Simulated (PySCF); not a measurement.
C3H9FSi, SMILES CCC[SiH2]F. Coordinates come from a PBE-D3(BJ)/def2-SVP optimisation. One conformer was computed; it need not be the lowest.

Computed equilibrium geometry at PBE-D3(BJ)/def2-SVP (PySCF confirms it by a frequency run) as a Z-matrix (one conformer of several):
```
C
H 1 1.1123
H 1 1.1127 2 105.86
C 1 1.5397 2 110.43 3 -119.70
H 4 1.1116 1 109.16 2 55.48
H 4 1.1124 5 105.50 1 117.30
C 4 1.5311 5 109.30 6 117.48
H 7 1.1084 4 111.51 5 -54.86
H 7 1.1102 8 107.62 4 -122.35
H 7 1.1110 8 107.11 9 -114.83
Si 1 1.8847 2 106.13 3 114.97
F 11 1.6458 1 108.33 2 -41.77
H 11 1.5029 12 106.98 1 122.32
H 11 1.5052 13 109.86 12 -116.85
```
Charge 0, spin multiplicity 1.
